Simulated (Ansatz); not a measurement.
FH2SeSi (`F[SiH][SeH]`) radical. The species carries charge 0 and has multiplicity 2.

```xyz
5

F     2.001    0.220    0.146
Si    0.462    0.603   -0.089
Se   -0.580   -1.373   -0.532
H    -0.025    1.217    1.187
H    -1.858   -0.668   -0.712
```

(1) What are the harmonic wavenumbers in cm⁻¹ at PBE0-D4/def2-TZVP (Ansatz, finite differences of forces, unscaled)? (An estimate is asked.)

(2) Is this a minimum?

(3) Give the ideal-gas thermochemistry at 298.15 K and 1 bar (rigid rotor, harmonic oscillator; point group C1, symmetry number 1).

(4) And at 400, 500, 600, 800 and 1000 K?

(5) Rotational constants (cm⁻¹)?

## Answers

(1) Ansatz gave: 117, 181, 407, 637, 645, 744, 878, 2135, 2438.

(2) Yes, all 9 modes are real.

(3) Zero-point energy 48.9 kJ/mol; H(298) − E = 64.2 kJ/mol; entropy 313.6 J/(mol·K), of which translation 169.4, rotation 106.7, vibration 31.7, electronic 5.8; G(298) − E = -29.3 kJ/mol.

(4) 
| T (K) | H − E (kJ/mol) | S (J/mol/K) | G − E (kJ/mol) |
| --- | --- | --- | --- |
| 400 | 71.6 | 334.9 | -62.4 |
| 500 | 79.5 | 352.5 | -96.8 |
| 600 | 87.8 | 367.7 | -132.8 |
| 800 | 105.6 | 393.2 | -209.0 |
| 1000 | 124.3 | 414.0 | -289.8 |

(5) 0.6378, 0.08351, 0.07478.
